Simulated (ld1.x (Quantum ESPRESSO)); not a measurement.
## chlorine: excitation energies, all-electron against RRKJ

| Property | Result |
| --- | --- |
| Element | Cl |
| Generator | ld1.x (Quantum ESPRESSO) 7.5 |
| Type | norm-conserving RRKJ (Kleinman–Bylander form) |
| Functional | PBE |
| Relativity | scalar-relativistic |
| Frozen core | [Ne] |
| Valence charge | 7 |
| Reference configuration | 3s2 3p3 (charge +2) |
| Partial waves | 3s (bound): rc 1.35 bohr; 3p (bound): rc 1.45 bohr |
| Local potential | the p channel |
| Core correction | Bessel-smoothed model core inside 1.20 bohr |
| rho0 | 0.01 |

Energies are relative to the spin-unpolarised reference configuration 3s2 3p3; without spin polarisation the order of configurations can differ from experiment.

| valence configuration | charge | ΔE all-electron (eV) | error AE − PS (meV) |
| --- | --- | --- | --- |
| 3s2 3p5 | 0 | -39.322 | +24 |
| 3s2 3p4 | +1 | -25.447 | +9.9 |
| 3s2 3p2 | +3 | 38.307 | +12 |
| 3s2 3p4.5 | +0.5 | -33.740 | +17 |
| 3s2 3p1 | +4 | 90.550 | +70 |

Problem. What are ΔE and the potential's error for 3s2 3p5.3?

Solution. ΔE = -41.460 eV all-electron; the error (AE − PS) is +28 meV.

Problem. What are ΔE and the potential's error for 3s1 3p5?

Solution. ΔE = -12.738 eV all-electron; the error (AE − PS) is +9.3 meV.

Levels in the configuration 3s2 3p2:

```json
{"level": "3s", "all-electron (eV)": "-58.877", "pseudo (eV)": "-58.841"}
{"level": "3p", "all-electron (eV)": "-45.114", "pseudo (eV)": "-45.081"}
```
